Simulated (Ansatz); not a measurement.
Consider the redistribution: `[SH][GeH]([SH])[SH]` + `[CH3][GeH]([Cl])[SeH]` → `[SH][Ge]([SH])([SH])[Cl]` + `[CH3][GeH2][SeH]`.

Program: Ansatz. Geometries: PBE0-D4/def2-TZVP. ΔE: electronic, gas phase. CCSD(T)/CBS is the MP2 limit (def2-TZVPP, def2-QZVPP) plus CCSD(T) − MP2 in def2-TZVPP, frozen cores. Functionals use def2-TZVPP. HSE06 is defined as in plane-wave codes. For Ge, Se outer-core shells are correlated without core-valence functions, which leaves a few kJ/mol of doubt a bond. Scalar relativity is left out up to krypton. One conformer a species, not always the lowest.

`[SH][GeH]([SH])[SH]`:

```xyz
8

S    -0.843    0.308    2.069
Ge    0.371    0.036    0.239
S     0.431    1.976   -0.827
S    -0.510   -1.405   -1.201
H    -1.970    0.555    1.381
H     1.749   -0.441    0.722
H     0.985    1.451   -1.934
H    -0.213   -2.479   -0.449
```

`[CH3][GeH]([Cl])[SeH]`:

Z-matrix (Å, degrees):
```
C
Ge 1 1.939
H 1 1.090 2 109.7
H 1 1.090 2 109.5 3 120.0
H 1 1.090 2 109.4 3 -120.5
Cl 2 2.166 1 106.5 3 178.7
Se 2 2.346 1 112.3 3 -60.4
H 2 1.535 1 115.1 3 61.0
H 7 1.469 2 92.2 1 -45.0
```

`[SH][Ge]([SH])([SH])[Cl]`:

Z-matrix (Å, degrees):
```
Ge
S 1 2.204
S 1 2.209 2 113.1
S 1 2.204 2 104.1 3 125.6
Cl 1 2.151 2 112.3 3 -115.0
H 2 1.344 1 92.4 3 35.8
H 3 1.345 1 92.6 2 62.7
H 4 1.344 1 92.7 2 170.8
```

`[CH3][GeH2][SeH]`:

Z-matrix (Å, degrees):
```
C
Ge 1 1.949
H 1 1.090 2 109.8
H 1 1.090 2 110.1 3 -119.8
H 1 1.092 2 110.1 3 120.3
Se 2 2.363 1 110.8 3 57.9
H 2 1.540 1 111.0 3 179.5
H 2 1.538 1 111.8 3 -57.5
H 6 1.469 2 92.9 1 63.8
```

```tsv
level	ΔE (kcal/mol)
B97M-V	1.2
HSE06-D4	1.3
ωB97X-V	1.5
CAM-B3LYP	1.8
CCSD/def2-SVP	0.7
HF/def2-TZVPP	2.7
SCS-MP2/def2-QZVPP	1.5
CCSD/CBS(def2)	1.9
```

Question: What does CCSD(T)/CBS give? (An estimate is asked.)

Answer: Ansatz gave: +1.6 kcal/mol. The listed levels differ from it by -0.4, -0.3, -0.1, 0.2, -0.9, 1.1, -0.1, 0.3 kcal/mol.

Largest T1 diagnostic among the species: 0.011.

Leaving LDA and LC-ωPBE aside and taking each functional with its dispersion term where it has one, the values, not all of them listed here, spread over 0.8 kcal/mol, from revPBE-D4 to ωB97X-V. In def2-TZVPP, CCSD(T) changes the Hartree–Fock value by −1.4 kcal/mol (the triples alone add −0.3 kcal/mol) and MP2 by −1.7 kcal/mol. At CCSD(T), def2-SVP lies −1.1 kcal/mol from the extrapolated value and def2-TZVPP −0.2 kcal/mol.
